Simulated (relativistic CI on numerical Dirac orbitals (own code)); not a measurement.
**Mn7+: L2,3 absorption edge**

Computed with this model: Dirac-Coulomb-Breit CI, orbitals from a KLI potential per configuration, QED by a radiative potential, valence Slater integrals scaled by 0.7, multiplet model of core-to-valence dipole absorption; configurations [Ne] 3s2 3p6 → [He] 2s2 2p5 3s2 3p6 3d; 80 K; Lorentzian 0.6 eV and Gaussian 0.3 eV FWHM. Energies are those of the free ion, without screening or charge transfer. The branching ratio is the share of the lower-energy edge in the whole absorption, uncertain by about 0.02 where the edges overlap. S is read from ⟨S²⟩ = S(S + 1).

Field parameters in Wybourne normalisation: Oh B⁴₀ = 21Dq, B⁴₄ = √(5/14) B⁴₀. The field is a parameter set, without covalency.

Peaks in eV (height, largest 100): 660.7 (30), 665.3 (68), 670.6 (62), 675.0 (100).

**Question.** Which surroundings give this spectrum?
A. Oh, 10Dq = 20650 cm⁻¹
B. Oh, 10Dq = 35400 cm⁻¹
C. free ion
D. Oh, 10Dq = 13250 cm⁻¹

**Answer.** B. Oh, 10Dq = 35400 cm⁻¹, where the ground state has S = 0.00.
